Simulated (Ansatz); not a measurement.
Ideal-gas functions of C2H3BrInN (`[Br][InH][CH]1C=N1`) at 400 K and 1 bar, from an Ansatz frequency run at PBE0-D4/def2-TZVP.

Molar mass 235.77 g/mol, point group C1 (symmetry number 1), electronic degeneracy 1, moments of inertia 219.674, 420.163, 615.334 u Å². Harmonic wavenumbers (cm⁻¹, unscaled): 56, 59, 200, 237, 257, 409, 476, 528, 690, 830, 994, 1032, 1223, 1271, 1785, 1864, 3104, 3236.

Use S(trans) = R[1.5 ln M + 2.5 ln T − 1.1517]; rotational temperatures θ = 24.2544 K / I; S(rot) = R[ln(√π/σ · √(T³/θAθBθC)) + 1.5]; for each mode x = 1.438777 ν̃/T, S = R[x/(eˣ − 1) − ln(1 − e⁻ˣ)] and H = RT x/(eˣ − 1); 1 cm⁻¹ = 0.0119627 kJ/mol; R = 8.31446 J/(mol·K).

Q: By hand: the entropy, in J/(mol·K).

A: Translation 183.1. Rotation: θ = 0.1104, 0.0577, 0.0394 K, giving 126.4. Vibration, mode by mode: 21.65, 21.22, 11.23, 9.89, 9.26, 5.82, 4.79, 4.13, 2.61, 1.75, 1.09, 0.98, 0.56, 0.48, 0.10, 0.08, 0.00, 0.00, in all 95.6. Electronic 0.0. Sum 405.1 J/(mol·K).

Q: By hand: H − E and G − E in kJ/mol, counted from the electronic energy.

A: Zero-point energy ½ × 18251 × 0.0119627 = 109.2; thermal vibration 18.5; translation, rotation and pV give 4 RT = 13.3. H − E = 141.0 kJ/mol, and G − E = 141.0 − 400 × 405.1/1000 = -21.0 kJ/mol.

Vibration gives 24 % of the entropy, 42.9 J/(mol·K) of it from the modes under 150 cm⁻¹: soft modes count most, and the harmonic formula is weakest for them. The sum counts one conformer and one mirror image; others add a mixing term.
